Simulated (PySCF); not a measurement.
Job file and geometry (Å, from GFN2-xTB) of an NMR shielding run on SMILES C1BNB(CC#C)SC1, C5H9B2NS, PySCF, GIAO PBE0/pcSseg-1 NMR shielding, non-relativistic, gas phase; density fitting, a coarse starting grid and PySCF grid level 2 are the driver's defaults:

```
$ OMP_NUM_THREADS=1 python probes_run.py task.json out

{"job": {"kind": "nmr", "xc": "PBE0", "basis": "pcSseg-1"}, "charge": 0, "multiplicity": 1}
C      3.461722    -1.397120    -1.093405
C      2.830032    -0.421568    -0.804525
C      1.999634     0.710803    -0.456281
B      0.483771     0.314623    -0.130857
N      0.054685    -1.040645    -0.210906
B     -1.120383    -1.602117     0.313430
C     -2.191306    -0.640965     0.988751
C     -2.257777     0.738274     0.352233
S     -0.643410     1.612131     0.355898
H      4.055085    -2.224096    -1.346024
H      2.446617     1.220253     0.403437
H      2.033588     1.430759    -1.280676
H      0.747660    -1.673734    -0.591620
H     -1.267209    -2.764989     0.282829
H     -1.934632    -0.526465     2.047712
H     -3.196219    -1.068621     0.966158
H     -2.571540     0.671585    -0.691007
H     -2.939078     1.403449     0.883194
```

**Question.** Write the output of this run.

**Answer.** 
```
coarse grid: 15872 points
cycle   1  E = -697.9690283266  dE =  1.216e+00  |g| = 4.937e-01  |ddm| = 4.028e+00
cycle   2  E = -697.9716313276  dE = -2.603e-03  |g| = 5.080e-01  |ddm| = 1.026e+00
cycle   3  E = -698.0308034485  dE = -5.917e-02  |g| = 9.337e-02  |ddm| = 4.550e-01
cycle   4  E = -698.0326177617  dE = -1.814e-03  |g| = 3.219e-02  |ddm| = 1.052e-01
cycle   5  E = -698.0328281686  dE = -2.104e-04  |g| = 1.150e-02  |ddm| = 2.927e-02
cycle   6  E = -698.0328520294  dE = -2.386e-05  |g| = 5.774e-03  |ddm| = 1.207e-02
cycle   7  E = -698.0328599021  dE = -7.873e-06  |g| = 1.166e-03  |ddm| = 4.557e-03
final grid: 149544 points
cycle   8  E = -698.0843004929  dE = -4.219e-05  |g| = 9.873e-03  |ddm| = 4.108e-02
cycle   9  E = -698.0842835337  dE =  1.696e-05  |g| = 1.292e-02  |ddm| = 2.033e-02
cycle  10  E = -698.0843244062  dE = -4.087e-05  |g| = 1.193e-03  |ddm| = 1.225e-02
cycle  11  E = -698.0843247427  dE = -3.365e-07  |g| = 3.022e-04  |ddm| = 1.224e-03
cycle  12  E = -698.0843247578  dE = -1.518e-08  |g| = 1.553e-04  |ddm| = 3.157e-04
cycle  13  E = -698.0843247630  dE = -5.205e-09  |g| = 5.702e-05  |ddm| = 1.424e-04
cycle  14  E = -698.0843247638  dE = -7.865e-10  |g| = 1.457e-05  |ddm| = 5.334e-05
converged SCF energy = -698.0843247638

GIAO shielding tensors (ppm)
atom      isotropic    diamagn.    paramagn.     s11        s22        s33       span
  0 C      110.956     255.542    -144.586     36.257     40.611    256.001    219.743
  1 C      100.190     262.159    -161.969      0.534      6.479    293.558    293.024
  2 C      174.882     253.569     -78.687    164.138    167.166    193.341     29.203
  3 B       53.679     191.874    -138.195      6.395     40.969    113.671    107.276
  4 N       96.858     324.598    -227.740    -53.504     94.974    249.103    302.607
  5 B       52.409     192.097    -139.687      3.847     35.223    118.158    114.310
  6 C      166.403     251.794     -85.391    154.232    165.507    179.470     25.238
  7 C      158.816     251.071     -92.254    140.494    159.891    176.064     35.569
  8 S      512.772    1059.544    -546.772    375.370    548.939    614.006    238.636
  9 H       30.218      33.223      -3.005     24.519     25.261     40.875     16.356
 10 H       29.498      27.456       2.042     23.285     30.194     35.016     11.731
 11 H       29.391      27.200       2.191     23.208     30.043     34.922     11.715
 12 H       23.908      32.943      -9.035     18.674     23.900     29.149     10.476
 13 H       25.981      29.770      -3.789     24.789     25.520     27.635      2.847
 14 H       30.709      30.670       0.039     26.738     29.054     36.335      9.597
 15 H       30.026      29.170       0.856     25.079     27.548     37.450     12.370
 16 H       29.012      31.348      -2.337     23.329     28.001     35.704     12.375
 17 H       29.017      30.289      -1.272     22.688     27.673     36.690     14.002
```

Size and cost of the density-fitted run: 205 basis functions, 65 s wall time on 1 thread of an Arm Neoverse N1, shared host; peak memory 0.92 GiB.
